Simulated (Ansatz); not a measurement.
Mulliken charges of CH4BFN2 (`N=C(N)BF`) from PBE/def2-TZVPP in Ansatz (PBE0-D4/def2-TZVP geometry).

```csv
atom,x (Å),y (Å),z (Å),charge (e)
N1,0.365,0.302,-1.547,-0.245
C2,0.119,-0.082,-0.346,0.028
N3,0.471,-1.329,0.069,-0.265
B4,-0.601,0.860,0.683,0.202
F5,-0.747,0.473,1.939,-0.191
H6,-0.001,1.240,-1.688,0.152
H7,0.452,-1.555,1.046,0.177
H8,1.043,-1.892,-0.538,0.171
H9,-1.012,1.939,0.366,-0.029
```

**Question.** By hand: the dipole of these point charges (1 e Å = 4.8032 D).

**Answer.** Σ q r = (0.098, -0.107, -0.055) e Å, of length 0.155 e Å = 0.74 D.

**Question.** How does the dipole of the full density compare? (Estimate.)

**Answer.** Ansatz gave: (0.018, -0.119, 0.331) e Å, 1.69 D; the point charges give 0.44 times that, at 94° from its direction.

Point charges leave out the atoms' own dipoles, such as those of lone pairs, and Mulliken's split depends on the basis, so the two needn't agree.
